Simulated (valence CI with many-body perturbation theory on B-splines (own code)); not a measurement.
# Hyperfine factors and g values of Re XXVII

Calculated by valence CI with perturbative core correlation (CI+MBPT): three valence electrons over a frozen Dirac-Fock core [Kr] 4d10, radial functions for each j: 7 s, 7 p, 7 d, 7 f, 4 g, 2 h, with the one-electron correlation potential Σ1 (screened to all orders), the two-electron term Σ2, the three-electron term Σ3, Breit, model QED; selected single and double excitations, second order for the rest, scaled by the run's own slope (own B-spline code, finite nucleus).

No measured spectrum was set against this ion. As an estimate, large intervals hold to a few tenths of a per cent, small ones and those within an open d or f shell to about a per cent. Excitations out of the core, of the other parity, are not computed and may begin above about 166 eV (a cautious bound); beyond it only levels of the ground parity were kept, without lifetimes.

A/g_I is the dipole constant over the nuclear g factor μ/I (μ in nuclear magnetons, uniformly magnetised nucleus), B/Q the quadrupole constant per barn. Both hold the static response of the core; the bare values leave it out. Large factors of s and p1/2 electrons are usually good to 5 to 10 %; those of open d and f shells near neutrality can be off by tens of per cent, and small factors of p3/2, d and f electrons come from cancelling terms and can be off by a factor of two or in sign, in half-filled shells by more. B is blank for J = 1/2, where it vanishes, and for nearly pure S terms. Energies count from the lowest level.

Names give the largest LS component (configuration and term), which can be under half, so a name can repeat, a term be missing and a line seem to break the LS rules; names also repeat where a configuration has a term twice. Letters in brackets count levels of one name in rising energy.

```
           Level  E (eV)      g  A/g_I (MHz)  A/g_I bare  B/Q (MHz/b)  B/Q bare
     4f3 4I°_9/2   0.000  0.762         4600        4370         1360      1230
    4f3 4I°_11/2   2.807  0.969         3330        3380         1770      1560
     4f3 4F°_3/2   4.508  0.634         5090        4650         -775      -692
    4f3 4I°_13/2   5.120  1.090         2710        2940         2500      2190
 4f3 2H°_9/2 [a]   5.853  1.010         3330        3460        -1880     -1690
     4f3 4F°_5/2   6.386  0.957         3340        3360          837       746
    4f3 4I°_15/2   7.066  1.163         2400        2750         3510      3070
     4f3 4S°_3/2   7.173  1.579          117        1050         -952      -876
     4f3 4F°_7/2   7.272  1.063         2900        3100        -3390     -3050
     4f3 4G°_5/2   7.373  0.701         4570        4210        -2740     -2430
     4f3 4G°_7/2   8.710  1.045         2770        2910         2000      1790
     4f3 4F°_9/2   9.401  1.179         2140        2490         -901      -824
    4f3 2K°_13/2   9.538  0.953         3260        3270         6070      5420
4f3 2H°_11/2 [a]   9.626  1.113         2440        2680        -23.7     -77.2
 4f3 2D°_3/2 [a]  10.475  1.149         2190        2470         88.4       100
 4f3 2G°_7/2 [a]  10.784  1.002         2820        2870        -3390     -3020
     4f3 2P°_1/2  10.786  0.401         8930        8470                       
     4f3 4G°_9/2  11.006  1.124         2490        2760         53.6      39.4
4f3 2L°_15/2 [a]  11.217  1.034         2900        3040         8050      7160
 4f3 2D°_5/2 [a]  11.530  1.200         2480        2910         1930      1740
4f3 2H°_11/2 [b]  12.207  1.077         2720        2930         2380      2100
     4f3 4D°_3/2  12.550  1.102         2290        2500          299       282
 4f3 2D°_5/2 [b]  12.932  1.203         1830        2180        -2890     -2590
    4f3 4G°_11/2  13.559  1.099         2460        2680         1760      1540
 4f3 2G°_9/2 [a]  13.647  1.093         2470        2670         -139      -109
     4f3 4D°_1/2  14.275  0.257         8320        7490                       
    4f3 2I°_13/2  14.963  1.066         2780        2970         4190      3740
 4f3 2D°_3/2 [b]  15.011  1.047         2850        3000         1950      1740
     4f3 4D°_7/2  15.089  1.398          795        1440         5590      4950
4f3 2L°_15/2 [b]  15.148  1.003         2730        2770         8560      7630
    4f3 2L°_17/2  15.438  1.056         2760        2920        11500     10300
 4f3 2H°_9/2 [b]  15.577  0.990         2730        2760          705       630
 4f3 2F°_5/2 [a]  16.677  1.044         3230        3430         41.2      42.4
 4f3 2D°_3/2 [c]  17.529  1.006         2630        2670        -2650     -2360
4f3 2H°_11/2 [c]  17.951  1.070         2460        2610         1740      1560
 4f3 2F°_7/2 [a]  19.562  1.140         2460        2760         1930      1710
 4f3 2D°_5/2 [c]  19.930  1.102         2470        2690         4940      4380
 4f3 2G°_9/2 [b]  20.874  1.094         2680        2920         3320      2970
 4f3 2G°_7/2 [b]  21.320  0.921         2910        2810         6540      5830
 4f3 2F°_7/2 [b]  28.619  1.124         2240        2490         6340      5660
```

Q: Take the isotope of mass number 187, with I = 5/2, μ = 3.209 μN and Q = 1.94 b. What is the hyperfine structure of 4f3 4F°_5/2?

A: From the table A = 4280 MHz, B = 1620 MHz. Shifts from the centre of gravity in MHz: F = 0: -36300, F = 1: -32400, F = 2: -24500, F = 3: -12200, F = 4: 4780, F = 5: 27200.
